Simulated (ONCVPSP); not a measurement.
zinc (Zn), ONCV: configuration errors across variants

ONCVPSP 4.0.1 input, shortened (lines: element, Z, core and valence counts, functional; n l f; lmax; l rc ep ncon nbas qcut; lloc lpopt rc5 dvloc0; l nproj debl; icmod fcfact rcfact), PBE, scalar-relativistic:

```
  Zn 30.00    3    3        4      upf
    1    0    2.00
    2    0    2.00
    2    1    6.00
    3    0    2.00
    3    1    6.00
    3    2   10.00
    2
    0    0.95    0.00    4    7   12.80
    1    1.00    0.00    4    7   14.20
    2    0.95    0.00    4    9   19.10
    2    5    0.95    0.00
    0    2    1.00
    1    1    2.00
    2    0    0.50
    2    0.60    1.15
```

In the s channel the program set the typed energies aside and used -5.517, 0.250 Ha.

All-electron excitation energies from the reference (eV): (1) 3s2 3p6 3d10 4s2 -28.331; (2) 3s2 3p6 3d10 4s1 -18.443; (3) 3s2 3p6 3d9 40.534.

2 further variants failed, have other tests or too few solved ones, and are left out.

A true bound ghost makes a file unfit for plane-wave use even where its test errors are small: the radial tests pick states by their node count and pass the ghost by.

Errors AE − PS in meV (a dash: test not solved or not reliable):

```csv
change,(1),(2),(3),bound ghosts,GHOST(+) flags above zero
base,+2.9,+1.4,-13,s,none
d: qcut 12.4,-9.3,-6.3,-33,s,none
"all radii but the core radius scaled by about 1.06 (s 1.00, p 1.06, d 1.00 bohr)",+3.6,+1.4,-16,s,none
s: qcut 13.8; p: qcut 15.3; d: qcut 20.6,+3.2,+1.6,-11,s,none
"core correction polynomial model core, fcfact 0.6",+2.9,+1.4,-13,s,none
"p: ncon 5, nbas 8",+2.9,+1.4,-14,s,none
"core correction Teter function fitted to the true core (icmod 2), fcfact 0.72",+2.9,+1.4,-13,s,none
p: rc 1.32,+2.9,+1.4,-13,s,none
```

(1) Give the same row for: p: rc 1.42.

Results:

(1) +2.8, +1.4, -15; bound ghosts: s; GHOST(+) flags above zero: none.
